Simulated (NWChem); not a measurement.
System meant: SiHI₂, doublet; SMILES I[SiH]I

The following NWChem deck was run.

```
start job
memory heap 200 mb stack 900 mb global 1100 mb
geometry units angstroms noautoz
  I     -0.174490     0.005744     2.059951
  Si     1.185919     0.081981     0.000000
  I     -0.174490     0.005744    -2.059951
  H      2.048140    -1.163641     0.000000
end
basis spherical
  * library def2-svp
end
ecp
  I library def2-ecp
end
dft
  odft
  mult 2
  xc xpbe96 cpbe96
  iterations 4
  mulliken
end
task dft energy
```

End of the output:

```
     --------------------------
     Expectation value of S2:
     --------------------------
      <S2> =      0.7520 (Exact =     0.7500)

 center of mass
 --------------
 x =  -0.06282923 y =   0.00815708 z =   0.00000000

 moments of inertia (a.u.)
 ------------------
        3851.446253816822          -0.000000000000           0.000000000000
          -0.000000000000        4028.128607504003           0.000000000000
           0.000000000000           0.000000000000         187.660615997968

     Multipole analysis of the density
     ---------------------------------

     L   x y z        total         alpha         beta         nuclear
     -   - - -        -----         -----         ----         -------
     0   0 0 0     -0.000000    -33.000000    -32.000000     65.000000

     1   1 0 0      0.220872    -10.172259     -8.207487     18.600618
     1   0 1 0     -0.076912     -0.258488      0.325782     -0.144206
     1   0 0 1      0.000000      0.000000      0.000000      0.000000

     2   2 0 0    -48.614578    -73.884542    -65.344736     90.614700
     2   1 1 0     -0.063923      0.910155      3.281010     -4.255088
     2   1 0 1     -0.000000     -0.000000     -0.000000      0.000000
     2   0 2 0    -50.645943    -29.809617    -26.034133      5.197807
     2   0 1 1      0.000000     -0.000000      0.000000      0.000000
     2   0 0 2    -48.863697   -406.708061   -399.828015    757.672380

 ------------------------------------------------------------------------
 dft energy failed                                                                                  0
 ------------------------------------------------------------------------
 ------------------------------------------------------------------------
  current input line :
    22: task dft energy
 ------------------------------------------------------------------------
 ------------------------------------------------------------------------
 This type of error is most commonly associated with calculations not reaching convergence criteria
 ------------------------------------------------------------------------
 For more information see the NWChem manual at https://nwchemgit.github.io

0:dft energy failed:Received an Error in Communication
```

Task: Can this run be used? If not, why, and what is the fix?

Result: Convergence was not reached. Cause: the SCF was allowed too few iterations. This input runs:
```
start job
memory heap 200 mb stack 900 mb global 1100 mb
geometry units angstroms noautoz
  I     -0.174490     0.005744     2.059951
  Si     1.185919     0.081981     0.000000
  I     -0.174490     0.005744    -2.059951
  H      2.048140    -1.163641     0.000000
end
basis spherical
  * library def2-svp
end
ecp
  I library def2-ecp
end
dft
  odft
  mult 2
  xc xpbe96 cpbe96
  iterations 150
  mulliken
end
task dft energy
```
It converges to -885.26107 Ha (PBE/def2-SVP with def2 effective core potentials on I, spin-unrestricted).
